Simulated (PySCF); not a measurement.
Geometry:
```csv
atom,x (Å),y (Å),z (Å)
F1,3.412,-0.192,-1.108
C2,2.563,0.224,-0.102
C3,1.480,1.187,-0.596
Si4,0.183,0.246,0.447
C5,-1.386,-0.345,-0.391
C6,-2.511,-0.878,0.453
C7,-2.654,0.445,-0.217
C8,1.704,-0.912,0.460
H9,3.203,0.676,0.661
H10,1.347,1.070,-1.669
H11,1.693,2.233,-0.399
H12,-0.084,0.874,1.748
H13,-1.268,-0.821,-1.357
H14,-3.082,-1.712,0.073
H15,-2.381,-0.897,1.524
H16,-2.621,1.332,0.396
H17,-3.325,0.527,-1.059
H18,1.645,-1.720,-0.266
H19,2.073,-1.327,1.392
```

- GFN2-xTB structure
- PBE0/pcSseg-1 with gauge-including orbitals
- code: PySCF
- rapidly exchanging positions averaged, a single conformation, in vacuum, no relativistic terms

δ = σ(ref) − σ, references computed at the same level: ¹³C (σref 186.93), ¹H (σref 31.72), ²⁹Si (σref 349.16) against TMS; CFCl3 for ¹⁹F (σref 170.95).

```tsv
atoms	nucleus	count	δ (ppm)
C3/C8	¹³C	2	26.6
H9	¹H	1	5.15
C6/C7	¹³C	2	?
H10/H18	¹H	2	1.91
Si4	²⁹Si	1	-25.5
F1	¹⁹F	1	-159.6
H15/H16	¹H	2	?
H14/H17	¹H	2	?
C2	¹³C	1	87.5
C5	¹³C	1	-2.2
H11/H19	¹H	2	2.02
H12	¹H	1	3.82
H13	¹H	1	?
```

Task: Estimate the values marked ?.

Result: 
- C6/C7: 3.3 ppm, three-membered-ring carbon; carbons of three-membered rings are unusually shielded
- H14/H17: 0.76 ppm, hydrogen on a three-membered-ring carbon; cyclopropane-type protons are shielded by the ring
- H15/H16: 0.18 ppm, hydrogen on a three-membered-ring carbon; cyclopropane-type protons are shielded by the ring
- H13: -0.06 ppm, hydrogen on a three-membered-ring carbon; cyclopropane-type protons are shielded by the ring

Shifts are as computed. Against solution values, carbons near 30 ppm lie about +3 ppm off and those near 130 ppm about +5 ppm. Of 1211 compounds with measured shifts, 218 miss one by over three times the rms of a fit or turn the order of signals round; such compounds aren't used in these exercises. Unscaled 19F shifts against computed CFCl3 carry errors that often reach 10 to 50 ppm.
